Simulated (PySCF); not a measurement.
**Working out the ionisation energy of Zn**

Zn [Ar] 3d10 4s2 (1S) → Zn⁺ [Ar] 3d10 4s1 (2S). All numbers are calculated (PySCF 2.14, no relativity, point nucleus, in dyall-av2z (16s12p7d2f, 101 functions)). Frozen: [Ar]; the 34 highest virtual orbitals dropped. Energies in hartree (1 hartree = 27.21139 eV):

| part | Zn (lower) | Zn⁺ (upper) |
| --- | --- | --- |
| UHF | -1777.819287 | -1777.538701 |
| CCSD correlation | -0.419652 | -0.370666 |
| (T) | -0.013925 | -0.009616 |

Question: What does Hartree-Fock give?

Answer: (-1777.538701) − (-1777.819287) = 0.280586 hartree = 7.635 eV.

Question: What do CCSD and CCSD(T) give?

Answer: The CCSD correlation energies differ by 0.048986 hartree = 1.333 eV and the triples by 0.004309 hartree = 0.117 eV, so CCSD gives 8.968 eV and CCSD(T) 9.085 eV.

Measured between the centres of the two terms (NIST): 9.394 eV, so CCSD(T) (valence) is off by -0.309 eV.

The calculation is non-relativistic.

A double-zeta basis recovers only part of the correlation energy.

What remains against the reference includes basis incompleteness, the frozen core and higher excitations.
